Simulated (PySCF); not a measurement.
A PySCF script (with the pyscf-properties extension) for the NMR shieldings of `[SiH2](OCC)/C=C/OC`, C5H12O2Si, on a GFN2-xTB geometry:

```python
import basis_set_exchange as bse
import numpy as np
from pyscf import gto, dft
from pyscf.prop import nmr

atoms = """
C    -3.184082   -1.348415    0.997601
C    -2.815956   -0.357346   -0.096505
O    -1.431223   -0.178812   -0.124834
Si   -0.575325    0.776848   -1.116901
C     1.157714    0.451293   -0.519654
C     2.210535    1.042655   -1.070561
O     3.522773    0.916329   -0.757907
C     3.862255    0.044890    0.295446
H    -4.261095   -1.491211    1.024081
H    -2.849269   -0.975876    1.962365
H    -2.701667   -2.304124    0.809057
H    -3.157092   -0.724867   -1.072494
H    -3.304992    0.607981    0.085058
H    -0.989996    2.181507   -0.976495
H    -0.794242    0.399227   -2.521919
H     1.296698   -0.240098    0.298557
H     2.105432    1.739775   -1.890664
H     4.946293    0.089320    0.385532
H     3.555036   -0.982220    0.074326
H     3.403054    0.363821    1.236515
"""
names = dict.fromkeys(["C", "O", "Si", "H"], "pcSseg-1")
basis = {el: gto.basis.parse(bse.get_basis(n, elements=[el], fmt="nwchem")) for el, n in names.items()}
mol = gto.M(atom=atoms, basis=basis, charge=0, verbose=0)
mf = dft.RKS(mol, xc="PBE0")
mf.grids.level = 2
mf.grids.alignment = dft.numint.BLKSIZE   # the property module wants whole blocks of grid points
mf.conv_tol = 1e-9
mf.kernel()

calc = nmr.RKS(mf)   # GIAO
C = mf.mo_coeff
Co = C[:, mf.mo_occ > 0]
resp = mf.gen_response(singlet=True, hermi=2)
def vind(x):   # induced exchange potential for any number of trial vectors
    d = np.einsum("pi,xij,qj->xpq", C, 2 * x.reshape(-1, C.shape[1], Co.shape[1]), Co, optimize=True)
    return np.einsum("xpq,pi,qj->xij", resp(d - d.transpose(0, 2, 1)), C, Co, optimize=True).ravel()
mo1, _ = nmr.rhf.solve_mo1(calc, with_cphf=vind)
sigma = calc.kernel(mo1)
for i, s in enumerate(sigma):   # ppm
    print("%2d %-2s %9.2f" % (i, mol.atom_pure_symbol(i), np.trace(s) / 3))
```

Question: What does it print?

Answer: 
```
 0 C     166.21
 1 C     123.66
 2 O     307.16
 3 Si    375.09
 4 C      95.62
 5 C      20.90
 6 O     196.74
 7 C     132.39
 8 H      30.75
 9 H      30.20
10 H      30.20
11 H      27.79
12 H      27.79
13 H      26.43
14 H      26.43
15 H      27.49
16 H      25.19
17 H      27.63
18 H      28.17
19 H      28.17
```

These numbers come from an equivalent density-fitted implementation of the same equations, which agrees with the script to about 0.01 ppm for H and up to a few tenths of a ppm for heavy atoms, so last digits may differ.

Question: Turn these shieldings into chemical shifts. Chemical shifts δ = σref − σ; $^{13}$C (σref 186.93) and $^{29}$Si (σref 349.16) and $^{1}$H (σref 31.72) against TMS; $^{17}$O (σref 336.08) vs H2O, all at this level.

Answer: Averaging equivalent atoms: C 5: 166.0; C 4: 91.3; C 1: 63.3; C 7: 54.5; C 0: 20.7; O 6: 139.3; O 2: 28.9; Si 3: -25.9; H 16: 6.53; H 13/14: 5.29; H 15: 4.23; H 11/12: 3.93; H 17/18/19: 3.73; H 8/9/10: 1.33 ppm. Experimental scales use liquid or dissolved standards, which lie at an offset from isolated H2O (liquid H2O: subtract about 36 ppm).

Size and cost of the density-fitted run: 203 basis functions, 43 s wall time on 1 thread of an Arm Neoverse V1, shared host; peak memory 0.88 GiB.
